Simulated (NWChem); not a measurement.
System: CH$_{3}$FO$_{2}$Si; SMILES C1O[SiH](O1)F

```xyz
8

F     -0.4837    -1.8113     0.0000
Si     0.4363    -0.4944     0.0000
O     -0.0183     0.6799    -1.1023
C     -0.3534     1.5186     0.0000
O     -0.0183     0.6799     1.1023
H      1.8280    -0.9749     0.0000
H      0.2586     2.4369     0.0000
H     -1.4281     1.7714     0.0000
```
Atoms are numbered in this order, from 1.

Results from NWChem. The geometry was optimised at PBE0/def2-SVP. Hybrids' shares of exact exchange are those that their runs print; pure functionals count as 0. The functionals differ in more than this share.

| row | share of exact exchange | orbital gap (eV) |
|---|---|---|
| PBE/def2-TZVP | 0.00 | 6.13 |
| BLYP/def2-TZVP | 0.00 | 6.17 |
| B3LYP/def2-TZVP | 0.20 | withheld |
| PBE0/def2-TZVP | 0.25 | 8.64 |
| PW6B95/def2-TZVP | 0.28 | 8.80 |

Question: Fit a straight line of the last column on the one before it, predict the withheld value, and compare with the run.

Answer: 
1. Means of the 4 shown rows: x = 0.133, y = 7.435. Slope Σ(x − x̄)(y − ȳ)/Σ(x − x̄)² = 0.6835/0.07068 = 9.670; intercept 6.154.
2. The shown rows scatter about the line by 0.048 (root mean square); the largest residual is +0.07, at PBE0/def2-TZVP.
3. At x = 0.20 (B3LYP/def2-TZVP; inside the shown range) the line gives 8.09.
4. The run gives 8.16, +0.07 from the line, 1.5 times the scatter.
